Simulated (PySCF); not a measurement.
Sb(Cl)(TeH)2 (ClH2SbTe2), SMILES [Cl][Sb]([TeH])[TeH].

The structure is a stationary point at B3LYP-D3(BJ)/def2-SVP. A frequency run showed that this geometry is not a minimum. The def2 effective core potentials stand for the cores of Sb, Te; spin–orbit coupling is left out.

All values below come from PBE/def2-TZVP (PySCF).

The molecule is in vacuum.

```json
{
  "total_energy": "-1237.61437 hartree",
  "point_group": "Cs",
  "highest_occupied_level": "-5.66 eV",
  "lowest_empty_level": "-2.82 eV",
  "orbital_gap": "2.84 eV",
  "dipole_moment": "2.16 D",
  "quadrupole, principal values (traceless, Buckingham form, about the centre of nuclear charge)": "-13.94, 5.49, 8.44 D·Å",
  "mean_static_polarisability": "142.9 bohr³ (21.18 Å³)",
  "polarisability_principal_values": "102.2, 147.1, 179.5 bohr³"
}
```
